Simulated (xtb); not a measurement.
Cd(H)(OMe) (CH₄CdO), SMILES [O](C)[CdH]. All values are semi-empirical tight-binding results from xtb (GFN2-xTB unless named), good for trends rather than for accurate numbers. Coordinates come from a GFN2-xTB optimisation.

Optimised geometry:

```xyz
7

Cd    -0.0817     0.1209     0.6438
H      0.1071    -0.5763     2.0889
O      0.2675    -0.5374    -1.1659
C      0.1907    -0.1334    -2.5036
H      0.8590     0.7119    -2.7190
H      0.5040    -0.9802    -3.1280
H     -0.8313     0.1429    -2.7962
```
Charge 0, spin multiplicity 1.

For metal compounds this method's bond lengths and energies can be far off.

**Question.** Estimate the properties. (The exact figures need the calculation; the answer reports its results.)

**Answer.** 
```json
{
  "point_group_as_xtb_finds_it": "Cs",
  "orbital_gap": "3.66 eV",
  "zero_point_energy": "27.1 kcal/mol",
  "G − E(el) at 298.15 K (modified RRHO)": "8.7 kcal/mol"
}
```

**Question.** Give the atomic charges and the Wiberg bond orders between heavy atoms. (An estimate is asked for; the answer gives what the named calculation found.)

**Answer.** charges (e) Cd1 0.42, H2 -0.07, O3 -0.48, C4 0.07, H5 0.02, H6 0.03, H7 0.02. Bond orders Cd1–O3 0.85, O3–C4 1.02.
